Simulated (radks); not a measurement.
The selenium ion Se5+, configuration [Ar] 3d10 4s1. Calculated with a radial shooting solver on a logarithmic mesh with Libxc functionals: non-relativistic Kohn-Sham, exchange-only LDA, spin-polarised, spherical densities, point nucleus; open shells are filled with parallel spins first.

Radial electron density D(r) = 4 pi r^2 rho(r):

r (bohr),D(r) (e/bohr),spin D(r)
0.001921,1.097,0.00112
0.002481,1.763,0.00180
0.00323,2.840,0.00290
0.004207,4.507,0.00458
0.005434,6.919,0.00701
0.007075,10.50,0.0106
0.00914,15.23,0.0151
0.0119,21.43,0.0208
0.0155,28.53,0.0266
0.02002,35.21,0.0305
0.02607,40.14,0.0297
0.03394,41.35,0.0218
0.04384,38.73,0.00839
0.05709,34.83,-0.00190
0.07434,34.65,0.00797
0.09603,40.47,0.0439
0.125,47.90,0.0802
0.1615,47.52,0.0617
0.2103,37.06,-0.0110
0.2739,27.37,-0.0179
0.3538,28.17,0.101
0.4606,32.53,0.163
0.5998,28.11,0.0255
0.7748,16.77,0.0240
1.009,6.992,0.450
1.314,2.529,0.871
1.697,1.014,0.739
2.21,0.3195,0.296
2.854,0.05499,0.0540
3.717,0.003410,0.00340

D(r) has 3 maxima, at r = 0.0321, 0.141, 0.476 bohr, and minima at 0.0659, 0.304 bohr, inside which lie 2.08, 11.12 electrons.
